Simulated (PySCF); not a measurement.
Structure with atom numbers: `[CH3:1][SiH:2]([OH:3])[OH:4]` (H(Xn): hydrogen on atom n).

Non-relativistic Hamiltonian, gas phase, one averaged value for each set of equivalent atoms, one computed conformer. Geometry from PBE0-D3(BJ)/def2-SVP; GIAO PBE0/pcSseg-1 shieldings; PySCF.

Chemical shifts δ = σref − σ; ¹³C (184.41 ppm), ¹H (31.27 ppm), ²⁹Si (351.99 ppm) against TMS; H2O for ¹⁷O (334.56 ppm), all at this level.

```tsv
atoms	nucleus	count	δ (ppm)
C1	¹³C	1	?
H(O3)/H(O4)	¹H	2	?
H(Si2)	¹H	1	5.09
O3/O4	¹⁷O	2	69.7
H(C1)	¹H	3	0.23
Si2	²⁹Si	1	-10.0
```

**Question.** Complete the table.

**Answer.** 
- C1: -2.6 ppm, methyl carbon bonded to Si; an electropositive neighbour leaves it electron-rich and shielded
- H(O3)/H(O4): 1.67 ppm, hydrogen on an oxygen bonded to Si; exchangeable; this is the value without hydrogen bonding to other molecules

Exchangeable OH/NH protons stand at their gas-phase positions; hydrogen bonding in a real sample shifts them, mostly to higher δ. Shifts are as computed. Against solution values, carbons near 30 ppm lie about +2 ppm off and those near 130 ppm about +5 ppm. Of 1211 compounds with measured shifts, 218 miss one by over three times the rms of a fit or turn the order of signals round; such compounds aren't used in these exercises. Experimental scales use liquid or dissolved standards, which lie at an offset from isolated H2O (liquid H2O: subtract about 36 ppm).
